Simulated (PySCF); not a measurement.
PySCF job for disilylmethane cation (CH₈Si₂), SMILES [SiH3]C[SiH3] (connectivity only; charge and spin as stated), charge +1, multiplicity 2, PBE-D3(BJ)/def2-SVP. Coordinates come from a PBE-D3(BJ)/def2-SVP optimisation. The multiplicity is an assumed one; other spin states were not compared.

```python
import numpy as np
from pyscf import gto, scf, dft, df
from pyscf.hessian import thermo

mol = gto.M(
    atom='''
    Si    1.45469748    0.00054721   -0.25848970
    C     0.00000000   -0.00000000    1.06980240
    Si   -1.45469748   -0.00054721   -0.25848970
    H     2.43062102   -0.55698107    0.77422539
    H     1.71600591    1.39970878   -0.69646624
    H     1.18698761   -0.96653269   -1.36628840
    H    -0.09687621   -0.90857440    1.69797784
    H     0.09687622    0.90857440    1.69797785
    H    -1.18698761    0.96653268   -1.36628839
    H    -1.71600592   -1.39970878   -0.69646623
    H    -2.43062101    0.55698107    0.77422540
    ''',
    basis='def2-SVP',
    charge=1,
    spin=1,
    max_memory=1600,
    verbose=3,
)
mf = dft.UKS(mol, xc='pbe').density_fit(auxbasis='def2-universal-jkfit')
mf.disp = 'd3bj'
mf.grids.level = 3
mf.conv_tol = 1e-11
mf.max_cycle = 100
mf.kernel()
fine, coarse = mf.grids, dft.Grids(mol).set(level=1).build(with_non0tab=True)
for _ in range(3):  # follow internal instabilities
    mf.grids = coarse
    mo, _, stable, _ = mf.stability(return_status=True, nroots=4)
    mf.grids = fine
    if stable:
        break
    mf.kernel(mf.make_rdm1(mo, mf.mo_occ))

# [left out here: the lines that compute and print the analytic Hessian (its translational invariance restored by hand, since the grid's response is missing), thermochemistry and intensities]
```

It prints:

```

WARN: HOMO -0.28494957100162 >= LUMO -0.28494957100162

converged SCF energy = -620.954397902281  <S^2> = 0.75345441  2S+1 = 2.0034514
<class 'pyscf.df.df_jk.DFUKS'> wavefunction is stable in the internal stability analysis

WARN: DFTD3 does not support analytical Hessian, using finite difference


WARN: Mole.unit (angstrom) is changed to Bohr

Mode                                 0                   1                   2
Irrep
Freq [cm^-1]                      128.1288            139.0792            190.5384
Reduced mass [au]                   1.1793              1.7019              1.6207
Force const [Dyne/A]                0.0114              0.0194              0.0347
Char temp [K]                     184.3487            200.1040            274.1423
Normal mode                   x     y     z       x     y     z       x     y     z
       0  Si                -0.01  0.02 -0.00   -0.08  0.02 -0.01    0.08  0.02  0.01
       1   C                 0.02 -0.10 -0.00    0.00 -0.00  0.07   -0.00 -0.00 -0.06
       2  Si                -0.01  0.02  0.00    0.08 -0.02 -0.01   -0.08 -0.02  0.01
       3   H                 0.06  0.41  0.16   -0.05 -0.28 -0.20   -0.06 -0.28 -0.01
       4   H                -0.20 -0.00 -0.20    0.02  0.05  0.17    0.24  0.06  0.26
       5   H                 0.21 -0.22  0.16   -0.26  0.21 -0.14    0.06  0.22 -0.17
       6   H                 0.02 -0.15 -0.07   -0.02 -0.00  0.06   -0.05  0.01 -0.05
       7   H                 0.02 -0.15  0.07    0.02  0.00  0.06    0.05 -0.01 -0.05
       8   H                 0.21 -0.22 -0.16    0.26 -0.21 -0.14   -0.06 -0.22 -0.17
       9   H                -0.20 -0.00  0.20   -0.02 -0.05  0.17   -0.24 -0.06  0.26
      10   H                 0.06  0.41 -0.16    0.05  0.28 -0.20    0.06  0.28 -0.01
Mode                                 3                   4                   5
Irrep
Freq [cm^-1]                      384.2990            434.5075            478.9192
Reduced mass [au]                   1.1008              2.4019              2.1274
Force const [Dyne/A]                0.0958              0.2672              0.2875
Char temp [K]                     552.9208            625.1596            689.0582
Normal mode                   x     y     z       x     y     z       x     y     z
       0  Si                -0.02  0.01 -0.03   -0.04  0.01  0.04   -0.07  0.01  0.03
       1   C                 0.03 -0.00  0.00    0.18  0.02  0.00   -0.00  0.00 -0.15
       2  Si                -0.02  0.01  0.03   -0.04  0.01 -0.04    0.07 -0.01  0.03
       3   H                -0.40 -0.06  0.34    0.06 -0.08 -0.06   -0.28 -0.01  0.24
       4   H                 0.32 -0.02  0.08    0.20 -0.09 -0.12    0.15 -0.03  0.05
       5   H                 0.23 -0.05 -0.03   -0.16 -0.07  0.14    0.18 -0.05  0.01
       6   H                 0.08 -0.01 -0.01    0.03 -0.12 -0.22   -0.03  0.00 -0.15
       7   H                 0.08 -0.01  0.01    0.03 -0.12  0.22    0.03 -0.00 -0.15
       8   H                 0.23 -0.05  0.03   -0.16 -0.07 -0.14   -0.18  0.05  0.01
       9   H                 0.32 -0.02 -0.08    0.20 -0.09  0.12   -0.15  0.03  0.05
      10   H                -0.40 -0.06 -0.34    0.06 -0.08  0.06    0.28  0.01  0.24
Mode                                 6                   7                   8
Irrep
Freq [cm^-1]                      496.1643            535.3348            649.4830
Reduced mass [au]                   1.4745              1.0696              1.0608
Force const [Dyne/A]                0.2139              0.1806              0.2636
Char temp [K]                     713.8700            770.2276            934.4614
Normal mode                   x     y     z       x     y     z       x     y     z
       0  Si                -0.04 -0.01  0.02   -0.01 -0.03 -0.00   -0.01 -0.02  0.02
       1   C                 0.14 -0.02 -0.00    0.00 -0.00 -0.01    0.00 -0.00 -0.04
       2  Si                -0.04 -0.01 -0.02    0.01  0.03 -0.00    0.01  0.02  0.02
       3   H                 0.06  0.01 -0.03    0.08  0.12 -0.01    0.08 -0.17 -0.14
       4   H                -0.21  0.08  0.20   -0.38  0.13  0.27   -0.20  0.02  0.03
       5   H                 0.28  0.07 -0.12    0.27  0.11 -0.19    0.21  0.01 -0.07
       6   H                 0.10  0.20  0.30   -0.29  0.03 -0.01    0.56 -0.08 -0.07
       7   H                 0.10  0.20 -0.30    0.29 -0.03 -0.01   -0.56  0.08 -0.07
       8   H                 0.28  0.07  0.12   -0.27 -0.11 -0.19   -0.21 -0.01 -0.07
       9   H                -0.21  0.08 -0.20    0.38 -0.13  0.27    0.20 -0.02  0.03
      10   H                 0.06  0.01  0.03   -0.08 -0.12 -0.01   -0.08  0.17 -0.14
Mode                                 9                  10                  11
Irrep
Freq [cm^-1]                      686.4693            750.4491            777.4859
Reduced mass [au]                   1.6798              1.1172              1.0633
[...]
       7   H                -0.17  0.01 -0.04    0.06 -0.10  0.27    0.16 -0.03  0.01
       8   H                 0.43 -0.14 -0.02    0.01  0.17  0.19   -0.02  0.15  0.15
       9   H                 0.26 -0.07  0.12    0.08  0.03 -0.26    0.35 -0.02 -0.19
      10   H                 0.21 -0.15  0.26    0.14  0.38 -0.08    0.24  0.42 -0.01
Mode                                15                  16                  17
Irrep
Freq [cm^-1]                      830.6110            895.1429            899.9530
Reduced mass [au]                   1.1499              1.0463              1.0396
Force const [Dyne/A]                0.4674              0.4940              0.4961
Char temp [K]                    1195.0642           1287.9113           1294.8320
Normal mode                   x     y     z       x     y     z       x     y     z
       0  Si                 0.01 -0.00 -0.02   -0.00  0.01 -0.01   -0.00 -0.01  0.02
       1   C                 0.09 -0.02  0.00   -0.04  0.01 -0.00    0.00 -0.00  0.01
       2  Si                 0.01 -0.00  0.02   -0.00  0.01  0.01    0.00  0.01  0.02
       3   H                -0.07  0.08  0.13    0.09 -0.05 -0.14   -0.05  0.02  0.07
       4   H                -0.08  0.10  0.25    0.06  0.12  0.39   -0.03 -0.15 -0.46
       5   H                -0.22 -0.08  0.11   -0.00 -0.35  0.31    0.06  0.37 -0.32
       6   H                -0.50  0.07  0.03    0.24 -0.02 -0.01   -0.03  0.00  0.02
       7   H                -0.50  0.07 -0.03    0.24 -0.02  0.01    0.03 -0.00  0.02
       8   H                -0.22 -0.08 -0.11   -0.00 -0.35 -0.31   -0.06 -0.37 -0.32
       9   H                -0.08  0.10 -0.25    0.06  0.12 -0.39    0.03  0.15 -0.46
      10   H                -0.07  0.08 -0.13    0.09 -0.05  0.14    0.05 -0.02  0.07
Mode                                18                  19                  20
Irrep
Freq [cm^-1]                     1322.1555           2002.6784           2027.3382
Reduced mass [au]                   1.0847              1.0358              1.0366
Force const [Dyne/A]                1.1172              2.4476              2.5102
Char temp [K]                    1902.2874           2881.4083           2916.8884
Normal mode                   x     y     z       x     y     z       x     y     z
       0  Si                 0.00  0.00  0.00   -0.01  0.01 -0.02   -0.01  0.01 -0.02
       1   C                -0.00  0.00  0.08   -0.01  0.00  0.00    0.00 -0.00  0.01
       2  Si                -0.00 -0.00  0.00   -0.01  0.01  0.02    0.01 -0.01 -0.02
       3   H                 0.00 -0.01 -0.00    0.45 -0.26  0.46    0.43 -0.25  0.48
       4   H                -0.00 -0.00 -0.01   -0.01  0.04 -0.02   -0.01  0.06 -0.02
       5   H                -0.03  0.00  0.01   -0.03 -0.00 -0.02   -0.03 -0.03 -0.05
       6   H                -0.08 -0.40 -0.54    0.02 -0.00  0.00   -0.00 -0.00  0.01
       7   H                 0.08  0.40 -0.54    0.02 -0.00 -0.00    0.00  0.00  0.01
       8   H                 0.03 -0.00  0.01   -0.03 -0.00  0.02    0.03  0.03 -0.05
       9   H                 0.00  0.00 -0.01   -0.01  0.04  0.02    0.01 -0.06 -0.02
      10   H                -0.00  0.01 -0.00    0.45 -0.26 -0.46   -0.43  0.25  0.48
Mode                                21                  22                  23
Irrep
Freq [cm^-1]                     2218.2354           2223.5963           2261.0670
Reduced mass [au]                   1.0320              1.0371              1.0509
Force const [Dyne/A]                2.9920              3.0211              3.1654
Char temp [K]                    3191.5469           3199.2600           3253.1720
Normal mode                   x     y     z       x     y     z       x     y     z
       0  Si                 0.00  0.01  0.02   -0.00 -0.01 -0.02   -0.01 -0.03  0.00
       1   C                 0.00 -0.00  0.00   -0.00  0.00  0.00    0.00  0.00 -0.00
       2  Si                 0.00  0.01 -0.02    0.00  0.01 -0.02    0.01  0.03  0.00
       3   H                -0.02  0.02 -0.01    0.04 -0.03  0.04   -0.02  0.00 -0.02
       4   H                 0.05  0.24 -0.07   -0.04 -0.20  0.06    0.11  0.62 -0.19
       5   H                -0.11 -0.42 -0.48    0.12  0.43  0.49    0.04  0.13  0.16
       6   H                 0.00  0.00  0.00    0.00  0.00 -0.00    0.00 -0.00  0.00
       7   H                 0.00  0.00 -0.00   -0.00 -0.00 -0.00   -0.00  0.00  0.00
       8   H                -0.12 -0.42  0.48   -0.12 -0.43  0.49   -0.04 -0.13  0.16
       9   H                 0.05  0.24  0.07    0.04  0.20  0.06   -0.11 -0.62 -0.19
      10   H                -0.02  0.02  0.01   -0.04  0.03  0.04    0.02 -0.00 -0.02
Mode                                24                  25                  26
Irrep
Freq [cm^-1]                     2263.9770           3027.8466           3117.6852
Reduced mass [au]                   1.0525              1.0565              1.1107
Force const [Dyne/A]                3.1785              5.7065              6.3610
Char temp [K]                    3257.3589           4356.3971           4485.6549
Normal mode                   x     y     z       x     y     z       x     y     z
       0  Si                 0.01  0.03 -0.00   -0.00 -0.00  0.00    0.00 -0.00 -0.00
       1   C                -0.00 -0.00 -0.00   -0.00 -0.00 -0.06   -0.01 -0.09  0.00
       2  Si                 0.01  0.03  0.00    0.00  0.00  0.00    0.00 -0.00  0.00
       3   H                 0.02 -0.00  0.02   -0.00 -0.00  0.00    0.00  0.00 -0.00
       4   H                -0.11 -0.60  0.19   -0.00 -0.00  0.00    0.00  0.00 -0.00
       5   H                -0.04 -0.16 -0.18   -0.00  0.00  0.00   -0.00  0.00  0.00
       6   H                 0.00  0.00 -0.00   -0.06 -0.57  0.38    0.06  0.54 -0.38
       7   H                 0.00  0.00  0.00    0.06  0.57  0.38    0.06  0.54  0.38
       8   H                -0.04 -0.16  0.18    0.00 -0.00  0.00   -0.00  0.00 -0.00
       9   H                -0.11 -0.60 -0.19    0.00  0.00  0.00    0.00  0.00  0.00
      10   H                 0.02 -0.00 -0.02    0.00  0.00  0.00    0.00  0.00  0.00
temperature 298.1500 [K]
pressure 101325.00 [Pa]
Rotational constants [GHz] 13.52191 3.42183 2.99356
Symmetry number 2
Zero-point energy (ZPE) 0.07096 [Eh]   186300.074 [J/mol]
                           tot       elec      trans        rot        vib
Entropy [J/mol/K]       327.542      5.763    162.798     99.900     59.082
Cv [J/mol/K]            105.517      0.000     12.472     12.472     80.574
Cp [J/mol/K]            113.832      0.000     20.786     12.472     80.574
Internal energy [J/mol]                      3718.434   3718.434 196922.612
Internal energy [Eh]   -620.87656  -620.95440
Enthalpy [J/mol]                             6197.391   3718.434 196922.612
Enthalpy [Eh]          -620.87562
Gibbs free energy [J/mol]                  -42340.691 -26066.735 179307.408
Gibbs free energy [Eh] -620.91281
mode   freq/cm-1   IR/(km/mol)
   1      128.13         1.670
   2      139.08         0.015
   3      190.54         0.201
   4      384.30        61.323
   5      434.51        10.935
   6      478.92         0.002
   7      496.16        11.573
   8      535.33         0.010
   9      649.48         0.104
  10      686.47        42.610
  11      750.45         5.308
  12      777.49       115.123
  13      789.47         6.423
  14      800.92        99.149
  15      815.41         0.022
  16      830.61        31.339
  17      895.14         7.738
  18      899.95        57.750
  19     1322.16        11.787
  20     2002.68       277.738
  21     2027.34         5.176
  22     2218.24         4.886
  23     2223.60        12.483
  24     2261.07         0.301
  25     2263.98        25.355
  26     3027.85        25.694
  27     3117.69        28.595
max |gradient| / (hartree/bohr): 2.5499287569314553e-05
APT charges: [ 0.7481 -0.2017  0.7481 -0.0428 -0.1002 -0.1031  0.0988  0.0988 -0.1031
 -0.1002 -0.0428]
```

The run converged.

Cost: about 4 core-minutes (a rough figure).
